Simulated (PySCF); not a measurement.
Problem. Give a PBE0-D3(BJ)/def2-SVP geometry of `C#C[SiH2][GeH2][CH2]C`.

Solution. 
```xyz
16
C4H10GeSi angstrom
C      2.4219    0.7081    1.8667
C      2.1490    0.0334    0.8904
Si     1.6445   -0.9334   -0.5890
Ge    -0.2615    0.1580   -1.5246
C     -1.3970    0.7924   -0.0509
C     -1.7623   -0.3030    0.9419
H      2.6750    1.2975    2.7301
H      1.3056   -2.3222   -0.1521
H      2.7917   -1.0025   -1.5430
H      0.1883    1.3398   -2.4087
H     -1.0438   -0.8360   -2.4120
H     -2.2977    1.2468   -0.4948
H     -0.8451    1.6044    0.4495
H     -2.3078   -1.1293    0.4590
H     -2.4016    0.0828    1.7521
H     -0.8646   -0.7324    1.4156
```

Orientation and origin are arbitrary. Atoms count from 1 in this order. The C–C distances run from 1.218 Å (C1≡C2, drawn triple) to 1.523 Å (C5–C6, drawn single), a spread of 0.305 Å. Ge4 (germanium bonded to C, Si and 2 H) is tetrahedral (angles from 108.1° to 110.5°). Of the pairs four or more bonds apart, Si3···H16 is among the closest relative to their van der Waals radii: 3.22 Å, 98 % of the sum of Bondi's values. Si3 (SiH2 silicon) is tetrahedral (angles from 107.1° to 112.6°).

Bonds between heavy atoms (Å): C1≡C2 1.218, C2–Si3 1.838, Si3–Ge4 2.387, Ge4–C5 1.966, C5–C6 1.523.

Method used: PBE0-D3(BJ)/def2-SVP geometry optimisation, gas phase in PySCF 2.14.0.

Point group: C1 (no symmetry element, even within 0.4 Å). PBE0-D3(BJ)/def2-SVP frequencies: not computed here. One conformer, not necessarily the lowest (C2–Si3–Ge4–C5 -39°, Si3–Ge4–C5–C6 -54°).
